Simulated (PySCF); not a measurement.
iodoethane (C2H5I), SMILES CCI.

Coordinates come from a PBE-D3(BJ)/def2-SVP optimisation. The def2 effective core potentials stand for the cores of I; spin–orbit coupling is left out.

All values below come from PBE-D3(BJ)/def2-SVP (PySCF 2.14.0).

Frequencies are harmonic and unscaled.

Computed vibrational spectrum:
| mode | ν (cm⁻¹) | IR (km/mol) | moving atoms (share of kinetic energy) |
|---|---|---|---|
| 1 | 250 | 1.6 | C 61 %, H 26 %, I 12 % |
| 2 | 256 | 0.0 | H 93 % |
| 3 | 488 | 7.3 | C 72 %, H 20 %, I 8 % |
| 4 | 723 | 7.2 | H 88 %, C 11 % |
| 5 | 941 | 17.3 | H 72 %, C 28 % |
| 6 | 947 | 0.0 | H 89 %, C 11 % |
| 7 | 1051 | 1.2 | C 69 %, H 31 % |
| 8 | 1174 | 82.7 | H 78 %, C 22 % |
| 9 | 1201 | 0.5 | H 76 %, C 24 % |
| 10 | 1339 | 4.0 | H 80 %, C 20 % |
| 11 | 1404 | 10.7 | H 97 % |
| 12 | 1408 | 1.3 | H 88 %, C 12 % |
| 13 | 1422 | 2.1 | H 96 % |
| 14 | 2966 | 15.8 | H 97 % |
| 15 | 3034 | 3.4 | H 94 % |
| 16 | 3055 | 9.5 | H 91 %, C 9 % |
| 17 | 3078 | 4.8 | H 90 %, C 10 % |
| 18 | 3111 | 2.9 | H 90 %, C 10 % |
